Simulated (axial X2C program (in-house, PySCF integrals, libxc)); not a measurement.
# Nuclear properties of PbSi

Computed with an axial X2C code built on PySCF integrals: two-component X2C with atomic mean-field Coulomb and Gaunt terms, Gaussian nuclei, basis Pb dyall-cv3z, Si dyall-v3z with contracted cores.

R = 2.548 Å (near the PBE0 minimum at charge 0 of the determinant lowest at the starting distance; the state shown can have its own minimum elsewhere).

Input and command:
```json
{"zs": [82, 14], "q": 0, "bas": ["dyall-cv3z", "dyall-v3z"], "r0": 2.6, "levels": ["PBE0", "HF", "BHandHLYP", "B3LYP", "LDA"], "nst": 3}
```
```bash
python soeom.py task.json out
```

Keys: zs atomic numbers; q charge; bas basis sets; r0 starting distance in Å; levels methods; nst determinants followed.

Determinant lowest in the PBE0 search, Ω = 1 (⟨Sz⟩ = 0.71, ⟨Lz⟩ = 0.29 at PBE0), spin on the atoms Pb 0.19, Si 0.52:

| level | Eeff magnitude (GV/cm) | Ws magnitude Pb (kHz) | A∥/gI Pb (MHz) | qzz Pb (a.u.) | A∥/gI Si (MHz) | qzz Si (a.u.) | μ (D) |
| --- | --- | --- | --- | --- | --- | --- | --- |
| PBE0 | 11.7 | 15.3 | -210 | -12.19 | -107 | -0.74 | -1.52 |
| HF | 59.4 | 74.1 | -2820 | -12.93 | -124 | -0.63 | -1.67 |
| BHandHLYP | 13.7 | 17.5 | -187 | -11.24 | -78.3 | -0.63 | -1.35 |
| B3LYP | 6.62 | 8.95 | 20.3 | -10.51 | -91.2 | -0.69 | -1.25 |
| LDA | 7.79 | 10.5 | -180 | -10.44 | -101 | -0.79 | -1.07 |

Determinant 0.41 eV from it at PBE0 and this distance, Ω = 0 (closed shell), highest spinor 60% Si p, 31% Pb p, 3% Pb s:

```json
{"level": "PBE0", "qzz Pb (a.u.)": "-13.15", "qzz Si (a.u.)": "-1.56", "μ (D)": "-1.04"}
{"level": "HF", "qzz Pb (a.u.)": "-14.24", "qzz Si (a.u.)": "-1.54", "μ (D)": "-0.98"}
{"level": "BHandHLYP", "qzz Pb (a.u.)": "-13.21", "qzz Si (a.u.)": "-1.61", "μ (D)": "-0.87"}
{"level": "B3LYP", "qzz Pb (a.u.)": "-12.66", "qzz Si (a.u.)": "-1.64", "μ (D)": "-0.85"}
{"level": "LDA", "qzz Pb (a.u.)": "-12.43", "qzz Si (a.u.)": "-1.61", "μ (D)": "-0.75"}
```

Eeff is the effective electric field on the electron electric dipole moment in this Ω state and Ws the scalar–pseudoscalar constant of the nucleus named (defined with the proton number Z and per Ω); A∥ (defined per Ω) follows by multiplying with gI = μI/(I μN); qzz is the electric field gradient, eQq0 = 234.96 MHz × Q/barn × qzz; μ is positive if the Si end (last atom) is positive. The operators were transformed with the bare-nucleus X2C matrices; with these basis sets, hyperfine constants and field gradients can be off by tens of per cent, and where levels differ in sign neither size nor sign is settled.

(1) With gI(29Si) = -1.1106 (g factors from the IAEA table of nuclear moments by Stone), turn the PBE0 values of the first state into constants in MHz.

Each state is one determinant with collinear spin, which with several unpaired electrons need not be a pure state. Unrestricted Hartree–Fock can overshoot spin polarisation at the nuclei. A closed determinant beside an open π² or δ² triplet, such as (π1/2)², mixes with its partner pair into the 0⁺ component of the triplet and ¹Σ⁺, so its energy is not that of a level, and 0⁺ can lie lowest. With several open shells hyperfine constants can be off by a factor of several. Where Eeff spreads by more than a factor of two the levels disagree and none is to be relied on. Open-shell Ω = 0 determinants with evenly filled partner blocks cannot be reached by this program, so the Ω shown need not be the lowest component. States lie within half an eV, so the first need not be the ground state. Further determinants of the search, some of them spin-mixed, are not shown. Where a field gradient or hyperfine factor spreads by more than a factor of two over the levels, a constant derived from it is not to be relied on. PBE0 term energies can be off by some tenths of an eV.

## Answers

(1) A∥(29Si) = -107 × -1.1106 = 119 MHz.
